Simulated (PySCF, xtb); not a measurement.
Mo(NMe)(S)(F)(NH2) (CH5FMoN2S), SMILES C[N]=[Mo]([NH2])([F])=[S], multiplicity 1. The values are those of a single conformer.

Harmonic wavenumbers (cm⁻¹) from GFN2-xTB run with xtb at its own minimum, in rising order: 45, 91, 112, 143, 160, 178, 283, 294, 350, 428, 514, 524, 569, 602, 647, 1074, 1076, 1347, 1392, 1438, 1444, 1454, 2878, 2916, 2935, 3267, 3325.

Q: What does B3LYP-D3(BJ)/def2-SVP (PySCF) give at its own minimum? (Estimate from the structure and the level; the computed values follow.)

A: 94, 100, 113, 183, 189, 205, 312, 346, 410, 506, 555, 648, 673, 701, 731, 1086, 1093, 1333, 1418, 1438, 1443, 1507, 2991, 3077, 3086, 3534, 3639. Paired by order, the mean absolute difference is 72 cm⁻¹ and the zero-point energies are 42.2 and 44.9 kcal/mol.
